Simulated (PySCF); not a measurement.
Gas-phase reaction: 2 GeF3 + GeH2 + Cl2 = 2 GeHF3 + GeCl2

Computed with PySCF and rigid-rotor harmonic-oscillator thermochemistry at 1 bar. † marks an energy on the PBE0/def2-TZVP geometry and frequencies; other levels use their own. MP2 and CCSD(T) freeze the core. Open shells (unrestricted): GeF3 (multiplicity 2); the rest are closed-shell singlets. Ge: all electrons, no relativistic terms. GeF3, GeH2, GeHF3: computed as isolated molecules; such fragments, hydroxides, amides, oligomers or adducts are transient or little studied in the gas. MP2 isn't extrapolated to the basis-set limit. CCSD(T) isn't extrapolated to the basis-set limit.

```
level                ΔH°(298 K), kJ
-------------------  --------------
CCSD(T)/def2-TZVPP†             [?]
MP2/def2-SVP†                   [?]
PBE0/def2-SVP†                  [?]
PBE0/def2-TZVP                 -696
LDA/def2-TZVP†                 -725
ωB97M-V/def2-TZVP†             -703
```

Question: Complete the blanks.

Answer: 
- CCSD(T)/def2-TZVPP†, ΔH°(298 K), kJ: -725
- MP2/def2-SVP†, ΔH°(298 K), kJ: -747
- PBE0/def2-SVP†, ΔH°(298 K), kJ: -723
